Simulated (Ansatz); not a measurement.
C2H4OSi, SMILES `C=C[Si]O` (lower singlet; C–C–Si–O torsion 180°, C–Si–O–H torsion 0°) (charge 0, multiplicity 1). This singlet lies 1.73 eV below the relaxed triplet at the level B3LYP/cc-pVTZ // PBE0-D3(BJ)/def2-TZVP (Ansatz, a quantum-chemistry and plane-wave program).

Method: LC-ωPBE/cc-pVTZ // PBE0-D3(BJ)/def2-TZVP (Ansatz).

Ansatz 0.2 input:
```yaml
crystal:
  periodic: [false, false, false]
  atoms:
    - { symbol: C, position_ang: [-1.495651, 0.061783, -0.240444] }
    - { symbol: C, position_ang: [-0.23848, 0.221197, 0.18221] }
    - { symbol: Si, position_ang: [1.018677, -1.051633, -0.416675] }
    - { symbol: O, position_ang: [2.415279, -0.522406, 0.298574] }
    - { symbol: H, position_ang: [-1.760876, -0.766769, -0.896031] }
    - { symbol: H, position_ang: [-2.31065, 0.727287, 0.033181] }
    - { symbol: H, position_ang: [-0.019807, 1.066758, 0.838317] }
    - { symbol: H, position_ang: [2.39151, 0.263784, 0.851218] }
basis:
  gaussian: { orbitals: cc-pVTZ }
hamiltonian:
  xc: lc_wpbe
```

Output:

```
Functional definition: LC-wPBE
1010 factors; their error is unknown
327 factors; integrals over basis functions are off by at most 2.2e-5 eV
mean field evaluation 1: about -12053.9420 eV, gradient 5.6e1 eV
mean field evaluation 2: about -12054.2449 eV, gradient 5.8e1 eV
mean field evaluation 4: about -12059.5399 eV, gradient 2.0e0 eV
mean field evaluation 8: about -12059.5522 eV, gradient 5.8e-2 eV
mean field evaluation 16: about -12059.5157 eV, gradient 6.0e-5 eV
mean field -12059.51566840 eV, -443.1790265804 hartree, gradient 6.0e-5 eV, S^2 0.000000; 0 other end points of the search recorded, 0 dependent functions left out
reference -12059.51566840 eV, -443.1790265806 hartree; 19, 19 occupied and 161, 161 virtual orbitals, 1010 factors
Total energy: -12059.51566840 eV, -443.1790265806 hartree
```
